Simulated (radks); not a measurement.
Tc XXXIX, configuration [He] 2s2 2p1 (the NIST ground configuration).

All-electron calculation, scalar-relativistic Kohn-Sham, PBE, spin-unpolarised, spherical densities, point nucleus. Program: a radial shooting solver on a logarithmic mesh with Libxc functionals.

Energy parts (hartree):
total: -2505.89267
kinetic: 2624.41716
electron-nucleus: -5230.83735
Hartree: 141.67549
exchange-correlation: -41.14798

Orbitals (lengths in bohr, moments of r in powers of bohr):
orbital  occ.  eigenvalue (hartree)      <r^4>
1s          2             -883.0292  6.356e-06
2s          2             -205.8443  0.0008997
2p          1             -197.8990  0.0005931

The highest occupied level is 2p at -5385.1 eV. Summed over all electrons, <r^2> = 0.06733 bohr^2, which gives a Langevin (diamagnetic) susceptibility term of -0.0533 x 10^-6 cm^3/mol. For comparison, the ionisation energy in NIST's Atomic Spectra Database is 5570 eV (semi-empirical). In exact Kohn-Sham theory the highest level is minus the ionisation energy, but local and semilocal functionals leave it too shallow, through self-interaction and a potential that decays too fast; potentials with the right tail come closer. The density falls to 0.001 e/bohr^3 at r = 0.49 bohr.

Beside tabulated values, note that spin-unpolarised runs miss the spin-polarisation part of the exchange energy of open shells.
